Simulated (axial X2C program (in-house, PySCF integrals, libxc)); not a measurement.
## Bond lengths and stretching modes, held linear, of HTeH⁻

Calculated with an in-house all-electron X2C program for linear molecules (integrals from PySCF): two-component X2C with atomic mean-field Coulomb and Gaunt terms, Gaussian nuclei, basis H dyall-v3z, Te dyall-v3z with contracted cores. Spin-free rows use the one-electron spin-free X2C Hamiltonian.

Masses H 1.008, Te 129.906, H 1.008 u. States: 2c Ω = 1/2 (beyond evenly filled blocks: ω = 1/2); spin-free M_S = 1/2, Λ = 0 (beyond evenly filled blocks: σα).

B3LYP, 2c: energies above the lowest point

```csv
r(H–Te) (Å),r(Te–H) (Å),E (meV)
1.7862,1.7862,29.99
1.7862,1.8320,11.76
1.7862,1.8778,4.67
1.8320,1.7862,11.76
1.8320,1.8320,0.36
1.8320,1.8778,0.00
1.8320,1.9236,7.60
1.8778,1.7862,4.67
1.8778,1.8320,0.00
1.8778,1.8778,6.31
1.9236,1.8320,7.60
1.9236,1.9236,41.10
```

Fit a quadratic surface with cubic terms in each bond: where is the minimum, and what are the two stretching wavenumbers?

At B3LYP, 2c: bonds 1.846 and 1.846 Å; harmonic stretches 664.5 and 1464.4 cm⁻¹; force constants 0.766, 0.766 and coupling 0.51 mdyn/Å.

The other levels and Hamiltonians give:

```tsv
Hamiltonian	level	r(H–Te) (Å)	r(Te–H) (Å)	lower stretch (cm⁻¹)	upper stretch (cm⁻¹)
2c	PBE0	1.833	1.833	693.5	1517.4
spin-free	PBE0	1.830	1.830	696.7	1529.9
spin-free	B3LYP	1.842	1.842	670.5	1478.8
```

Each state is one determinant, the lowest of a limited PBE0 search; the stretches come from a fit to these few points and carry an uncertainty of a few per cent. Other orders of the atoms were not compared. Left out for rough or failed fits: HF 2c, MP2 2c, HF spin-free, MP2 spin-free. For an anion the highest level of a functional can be positive, and the basis then holds the extra electron. The molecule was held linear; bending was not examined, so a bent shape may lie lower.
